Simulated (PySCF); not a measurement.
**Spinor energies of Ge²³⁺ (germanium, charge +23)**

Start: [He] 2s2 2p5; 2p1/2 filled at m_j = -1/2, +1/2; 2p3/2 filled at m_j = -1/2, +1/2, +3/2. Calculated with PySCF 2.14 in an uncontracted even-tempered set (18 s from 6.6 bohr⁻², ratio 2.4; 12 p from 8.6 bohr⁻², ratio 2.4; 5 d from 36 bohr⁻², ratio 2.6; 5 f from 54 bohr⁻², ratio 2.6): generalised Hartree-Fock with the X2C-1e Hamiltonian and a Gaussian nucleus; one run each with spin-orbit coupling (SO) switched off, then screened by Boettger's factors.

| spinor shell | electrons | ε, spin-free (eV) | ε, screened SO (eV) | weight of nominal j (screened SO) | rms radius, screened SO (bohr) |
| --- | --- | --- | --- | --- | --- |
| 1s1/2 | 2 | -12322.5 | -12321.4 | 1.000 | 0.0541 |
| 2s1/2 | 2 | -2481.6 | -2481.3 | 1.000 | 0.220 |
| 2p1/2 | 2 | -2320.0 | -2342.6 | 0.977 | 0.193 |
| 2p3/2 | 3 | -2320.0 | -2308.7 | 0.985 | 0.196 |

```csv
quantity,spin-free,screened SO
E (hartree),-1723.21818,-1723.69046
M_J,3/2,3/2
⟨J²⟩,3.750,3.750
⟨L²⟩,2.000,2.001
⟨S²⟩,0.750,0.751
```

Each row is a mean over spinors that exchange with the open shell spreads, by up to 24.584 eV (2s1/2).

Without spin-orbit coupling the j labels of p, d and f shells carry no meaning; the spin-free column gives the mean over the occupied spinors of each nl shell.
